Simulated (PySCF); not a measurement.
These are PBE-D3(BJ)/def2-TZVP // PBE0-D3(BJ)/def2-SVP (PySCF 2.14.0) values and carry that method's errors. Isolated molecules, 0 K electronic values unless said otherwise. One relaxed conformer stands for a flexible species; it need not be the lowest. Delta-SCF ions had no search for a lower state. Excitations are Tamm–Dancoff values on a coarser integration grid. The basis has no diffuse functions, so Rydberg states are missing or too high.

Reference species (SMILES): `C=C(F)c1ccc([SiH3])cc1` (F–C–C–C torsion 5°) (neutral, multiplicity 1).

```json
{
 "vertical ionisation energy (Delta-SCF)": "8.29 eV",
 "T1 excitation (TDA)": "3.03 eV",
 "HOMO–LUMO gap": "3.51 eV"
}
```

Changed species: `C=C(F)c1cccc([SiH3])c1` (F–C–C–C torsion 179°).

Task: Give the shifts of the vertical ionisation energy (Delta-SCF), T1 excitation (TDA) and HOMO–LUMO gap.

Result: the vertical ionisation energy (Delta-SCF) goes up by 0.05 eV, to 8.34 eV; the T1 excitation (TDA) rises by 0.08 eV, to 3.11 eV; the HOMO–LUMO gap rises by 0.11 eV, to 3.62 eV.
